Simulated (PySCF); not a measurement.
# Stretching CdPb

Set-up: basis Cd def2-SVP with ECP28, Pb def2-SVP with ECP60; scalar-relativistic core potentials; PySCF 2.14. Energies in eV from Cd + Pb in their ground configurations at the same level. State: ³Σ⁻ (triplet), unpaired electrons π ↑↑.

```csv
R (Å),ROHF-MP2,revPBE
2.505,-0.0647,0.0341
2.622,-0.3168,-0.2448
2.738,-0.4408,-0.3924
2.826,-0.4797,-0.4462
2.913,-0.4886,-0.4671
3.000,-0.4776,-0.4654
3.117,-0.4445,-0.4406
3.263,-0.3891,-0.3901
3.437,-0.3188,-0.3201
3.670,-0.2352,-0.2319
```

Question: Put a parabola through the three lowest points of the ROHF-MP2 curve and estimate Re, k and ωe (reduced mass 73.6 u; 1 eV/Å² = 0.16022 mdyn/Å; ωe = 1302.8·√(k/μ) cm⁻¹).

Answer: Through R = 2.826, 2.913, 3.0 Å the second-order coefficient is 1.31 eV/Å², so Re ≈ 2.908 Å, k ≈ 0.421 mdyn/Å and ωe ≈ 99 cm⁻¹. A polynomial fit of higher order to the unrounded ROHF-MP2 energies gives Re = 2.902 Å, k = 0.434 mdyn/Å, ωe = 100 cm⁻¹; anharmonicity and rounding make the difference.

The higher-order fit for each curve: ROHF-MP2: Re = 2.902 Å, ωe = 100 cm⁻¹, De = 0.489 eV; revPBE: Re = 2.947 Å, ωe = 96.4 cm⁻¹, De = 0.469 eV.

Correlated steps freeze 4 core orbitals. Correlated levels converge slowly with the basis: in double zeta they bind strong bonds too weakly, by up to about 1 eV, and carry superposition errors of some tenths. These are scalar-relativistic numbers at best; spin–orbit coupling would shift them, the dissociation energy most. The state was picked by a PBE0 search and need not be the measured ground state.
